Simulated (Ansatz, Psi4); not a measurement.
Here is a job for Ansatz (a program for electronic structure).
Ansatz 0.2 input:
```yaml
crystal:
  periodic: [false, false, false]
  atoms:
    - {symbol: O, position_ang: [0.00029017, 0.64522356, -0.01214168]}
    - {symbol: O, position_ang: [-0.00029017, -0.64522356, 0.01214168]}
    - {symbol: H, position_ang: [0.94311055, 0.99403527, -0.03396231]}
    - {symbol: H, position_ang: [-0.94311055, -0.99403527, 0.03396231]}
basis:
  gaussian:
    orbitals: cc-pVDZ
total_charge: 1
magnetization: {spin_polarized: true, initial_magnetization: 1}
correlation: {method: mp2, electrons: outside_noble_gas}
accuracy: high
```

### Question
Convert this to an input for Psi4.

### Answer
Several could match; the one computed here: 
```
memory 2 GB

molecule mol {
1 2
  O     0.000290    0.645224   -0.012142
  O    -0.000290   -0.645224    0.012142
  H     0.943111    0.994035   -0.033962
  H    -0.943111   -0.994035    0.033962
}

set basis cc-pvdz
set reference uhf
set freeze_core true
set mp2_type conv
set scf_type pk
set puream true
set d_convergence 1e-8

energy('mp2')
print_variables()
```

Both were run: Ansatz gave -150.801543 Eh and Psi4 -150.801543 Eh, 0.000 mEh apart.
